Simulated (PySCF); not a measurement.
C₂H₈N₂OSi, SMILES C/C=N\[Si@H](N)O.

Geometry optimised at PBE0-D3(BJ)/def2-SVP. The structure was generated by enumeration; whether it is a known compound was not checked. The values are those of a single conformer.

Method: TDDFT-PBE/def2-SVPD (PySCF).

Vertical excitations. Isolated molecule, no solvent.

### Question
List the lowest excited states. (Estimate from the structure and the level; the computed values follow.)

### Answer

```json
[
 {"state": "S1", "energy (eV)": "3.98", "λ (nm)": "312", "f": "0.001", "main pairs": "HOMO→LUMO 100 %"},
 {"state": "S2", "energy (eV)": "4.76", "λ (nm)": "260", "f": "0.048", "main pairs": "HOMO−1→LUMO 97 %"},
 {"state": "S3", "energy (eV)": "5.34", "λ (nm)": "232", "f": "0.035", "main pairs": "HOMO→LUMO+1 98 %"},
 {"state": "S4", "energy (eV)": "5.55", "λ (nm)": "223", "f": "0.004", "main pairs": "HOMO−2→LUMO 98 %"},
 {"state": "S5", "energy (eV)": "5.75", "λ (nm)": "216", "f": "0.010", "main pairs": "HOMO→LUMO+2 96 %"},
 {"state": "S6", "energy (eV)": "5.98", "λ (nm)": "207", "f": "0.022", "main pairs": "HOMO→LUMO+3 96 %"},
 {"state": "S7", "energy (eV)": "6.19", "λ (nm)": "200", "f": "0.048", "main pairs": "HOMO−1→LUMO+1 96 %"},
 {"state": "S8", "energy (eV)": "6.37", "λ (nm)": "195", "f": "0.004", "main pairs": "HOMO→LUMO+4 99 %"},
 {"state": "S9", "energy (eV)": "6.51", "λ (nm)": "191", "f": "0.009", "main pairs": "HOMO−1→LUMO+2 96 %"},
 {"state": "S10", "energy (eV)": "6.77", "λ (nm)": "183", "f": "0.008", "main pairs": "HOMO−1→LUMO+3 88 %"},
 {"state": "T1", "energy (eV)": "3.46", "λ (nm)": "358", "f": "0", "main pairs": "HOMO→LUMO 100 %"},
 {"state": "T2", "energy (eV)": "4.40", "λ (nm)": "282", "f": "0", "main pairs": "HOMO−1→LUMO 96 %"},
 {"state": "T3", "energy (eV)": "5.23", "λ (nm)": "237", "f": "0", "main pairs": "HOMO→LUMO+1 58 %, HOMO−3→LUMO 26 %, HOMO−2→LUMO 13 %"},
 {"state": "T4", "energy (eV)": "5.26", "λ (nm)": "235", "f": "0", "main pairs": "HOMO→LUMO+1 42 %, HOMO−3→LUMO 35 %, HOMO−2→LUMO 19 %"}
]
```
Triplets are in the Tamm–Dancoff approximation, which puts them higher than full response would, so one can lie above its singlet here.
